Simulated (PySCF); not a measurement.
## Electron correlation in S (sulfur, neutral)

[Ne] 3s2 3p4, high-spin 3P determinant. Calculation: PySCF 2.14, in aug-cc-pV(D+d)Z; the non-relativistic Hamiltonian (point nucleus). Frozen: [Ne]; 6 electrons correlated.

MP2 pair energies summed by pair of shells (mhartree):

| pair | energy | share (%) |
| --- | --- | --- |
| 3p-3p | -44.82 | 48.8 |
| 3s-3p | -39.26 | 42.7 |
| 3s-3s | -7.83 | 8.5 |

Total MP2 correlation energy: -91.91 mhartree.

Same-spin part -23.05 and opposite-spin part -68.86 mhartree; SCS-MP2 scales them by 1/3 and 6/5 to -90.32 mhartree.
